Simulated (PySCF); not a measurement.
Computed properties of YF₃, SMILES [F][Y]([F])[F]

YF₃, SMILES [F][Y]([F])[F]. Coordinates come from a B3LYP-D3(BJ)/def2-TZVP optimisation. The isomer is the one that the SMILES or the coordinates give; other isomers of the formula were not compared. The def2 effective core potentials stand for the cores of Y; spin–orbit coupling is left out. The values are those of a single conformer. All values are computed for the isolated molecule unless a solvent is named; none is compared with measurement here.

**Structure.** The optimised structure has D3h symmetry. All 6 harmonic modes at B3LYP-D3(BJ)/def2-TZVP (PySCF) are real, so it is a minimum. With heavy atoms numbered as in [Y:1]([F:2])([F:3])[F:4], the shortest bond between them is Y1–F2 at 2.009 Å and the longest Y1–F4 at 2.009 Å.

**Vibrations.** The strongest infrared lines (harmonic, unscaled, degenerate partners summed) lie at 585 cm⁻¹ (455 km/mol, F 73 %, Y 27 %), 34 cm⁻¹ (99 km/mol, F 61 %, Y 39 %), 139 cm⁻¹ (37 km/mol, F 88 %, Y 12 %). The softest mode is at 34 cm⁻¹ and the zero-point energy is 2.9 kcal/mol.

**Electronic structure.** r2SCAN/def2-TZVPD (PySCF) places the frontier levels at -9.01 and -2.63 eV, a gap of 6.38 eV, and gives a dipole moment of 0.00 D and a mean polarisability of 32.2 bohr³. PBE/def2-TZVPD (PySCF) at the same geometry gives -8.63 and -3.19 eV, so its gap is 0.94 eV narrower. An orbital gap is neither the optical nor the fundamental gap.

**Excitations.** TDA-B3LYP/def2-SVPD (PySCF) has S1 at 6.38 eV (194 nm, f = 0.009, weak); the most intense of the 10 singlets computed lies at 6.65 eV (f = 0.05). Strengths of degenerate partners are summed. T1 (TDA) is at 6.33 eV, 0.05 eV under S1. TDA-PBE/def2-SVPD (PySCF) puts S1 at 5.50 eV. No vertical singlet excitation falls in the visible range (under 3.1 eV).
